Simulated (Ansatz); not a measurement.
Ansatz results at the PBE0-D4/def2-TZVP geometry: LUMO energy (ωB97M-V/def2-TZVPP) 1.69 eV; zero-point energy (PBE0-D4/def2-TZVP) 200.6 kJ/mol; HOMO–LUMO gap (PBE/def2-TZVPP) 5.74 eV.

Each molecule was computed in one conformer, which needn't be the lowest.

**Question.** Which molecule gave them?
A. `NB(O)O[SiH3]`
B. `CC(=O)OBCl`
C. `CCB(S)Br`
D. `[SiH3]OB(O[SiH3])O[SiH3]`

**Answer.** A. The others give `[SiH3]OB(O[SiH3])O[SiH3]`: 1.36, 250.4, 6.50; `CCB(S)Br`: 0.97, 211.2, 4.83; `CC(=O)OBCl`: 0.87, 173.5, 4.57.
